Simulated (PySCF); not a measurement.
**Ionisation energy of Mn⁺ by level of theory**

Mn⁺ [Ar] 3d5 4s1 (7S) → Mn²⁺ [Ar] 3d5 (6S), as a difference of total energies. All numbers are calculated (PySCF 2.14, no relativity, point nucleus, in cc-pVDZ). Correlated levels: valence: [Ar] frozen. The calculations carry no spin-orbit coupling.

```tsv
method	ionisation energy (eV)	difference from reference (eV)
UHF	14.718	-0.922
PBE	16.038	+0.398
M06-2X	15.308	-0.332
MP2 (valence)	15.095	-0.545
SCS-MP2 (valence)	14.844	-0.796
```

Reference: 15.640 eV (measured; NIST Atomic Spectra Database, ionization energies).

These non-relativistic numbers lack the scalar-relativistic shift.

Errors of the correlated levels include the incompleteness of this basis and the frozen core.
